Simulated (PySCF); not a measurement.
Two species compared at the same levels of theory.

First species: C₆H₁₂NOP.
SMILES: `CNP1CCC(=O)CC1`

Second species: C₆H₁₂NOP.
InChI=1S/C6H12NOP/c1-3-9(2,8)6-4-5-7/h3-4,6H2,1-2H3/t9-/m1/s1

Levels: PBE0/pcSseg-1 for HOMO energy, LUMO energy and HOMO–LUMO gap. Geometries: GFN2-xTB. All species are isolated and taken at one optimised geometry, non-relativistic unless stated. Electronic properties by PySCF.

Dipoles, sizes and rotational constants follow the conformer. The torsions of the flexible species, by atom-mapped SMILES:
- `[CH3:1][CH2:2][P@@:3]([CH3:4])(=[O:5])[CH2:6][CH2:7][C:8]#[N:9]`: C1–C2–P3–C4 -171°, C2–P3–C6–C7 -170°, P3–C6–C7–C8 -79°

The conformers of `CNP1CCC(=O)CC1` aren't listed.

Values for the first species:

| Item | Value |
| --- | --- |
| HOMO energy | -6.07 eV |
| LUMO energy | -0.30 eV |
| HOMO–LUMO gap | 5.77 eV |

Question: Estimate the same properties for the second species, and the change in each.

Answer: 
| property | first | second | second less first |
| --- | --- | --- | --- |
| HOMO energy | -6.07 eV | -7.84 eV | -1.77 eV |
| LUMO energy | -0.30 eV | 0.41 eV | +0.71 eV |
| HOMO–LUMO gap | 5.77 eV | 8.25 eV | +2.48 eV |

